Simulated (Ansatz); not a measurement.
Consider the ligand exchange at the Si–Cl bond: `O[SiH2][SiH](O)Cl` + H–F → `O[SiH2][SiH](O)F` + HCl.

Program: Ansatz. Geometries: PBE0-D4/def2-TZVP. ΔE: electronic, gas phase. CCSD(T)/CBS adds triple-zeta CCSD(T) − MP2 to the extrapolated MP2 energy (def2 sets, frozen cores). This one scheme is used for every species. DFT in def2-TZVPP. B3LYP here is the variant with VWN-RPA as its local correlation; programs differ in this. Each species was taken in one conformer, which may not be the lowest.

`O[SiH2][SiH](O)Cl`:

Z-matrix (Å, degrees):
```
Si
Si 1 2.348
O 1 1.650 2 106.6
H 1 1.483 2 112.4 3 -118.5
H 1 1.491 2 109.2 3 121.1
Cl 2 2.066 1 111.9 3 89.7
O 2 1.649 1 101.2 3 -27.6
H 2 1.486 1 117.8 3 -148.8
H 3 0.960 1 115.5 2 27.5
H 7 0.960 2 118.9 1 178.4
```

H–F:

Cartesian coordinates in Å:
```
F -0.040 0.420 0.183
H 0.040 -0.420 -0.183
```

`O[SiH2][SiH](O)F`:

```xyz
10

O     0.453    0.647   -1.588
Si   -0.432    1.044   -0.237
Si   -0.026   -0.864    1.077
O     0.496   -2.012    0.037
F     1.102   -0.517    2.160
H     0.501    1.277   -2.308
H    -1.875    1.222   -0.573
H     0.043    2.320    0.367
H    -1.160   -1.435    1.838
H     0.899   -1.684   -0.772
```

HCl:

Z-matrix (Å, degrees):
```
Cl
H 1 1.279
```

```tsv
species	B3LYP energy (Eh)
`O[SiH2][SiH](O)Cl`	-1192.94621
H–F	-100.49272
`O[SiH2][SiH](O)F`	-832.62127
HCl	-460.83627
```

Question: Work out ΔE.

Answer: ΔE = (-832.62127) + (-460.83627) − (-1192.94621) − (-100.49272) = -0.01861 Eh = -48.9 kJ/mol. CCSD(T)/CBS gives -39.0 kJ/mol.

Largest T1 diagnostic among the species: 0.012.

In def2-TZVPP, CCSD(T) changes the Hartree–Fock value by +9.9 kJ/mol (the triples alone add +2.4 kJ/mol) and MP2 by +15.8 kJ/mol. The D4 term adds +6.4 kJ/mol with B3LYP and +3.5 kJ/mol with PBE0; it sums over pairs of atoms, weighted by their polarisabilities, and B3LYP, whose exchange is more repulsive, gets the larger term.
